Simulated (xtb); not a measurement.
Mo(O)(NH)(Cl)(Br) (BrClHMoNO), SMILES [NH]=[Mo](=[O])([Cl])[Br], multiplicity 1. All values are semi-empirical tight-binding results from xtb (GFN2-xTB unless named), good for trends rather than for accurate numbers. Geometry optimised at GFN2-xTB. The spin state was assumed, not searched. The structure was generated by enumeration; whether it is a known compound was not checked.

For metal compounds this method's bond lengths and energies can be far off.

Computed properties:
- orbital gap: 2.65 eV
- zero-point energy: 11.7 kcal/mol
- G − E(el) at 298.15 K (modified RRHO): -9.5 kcal/mol
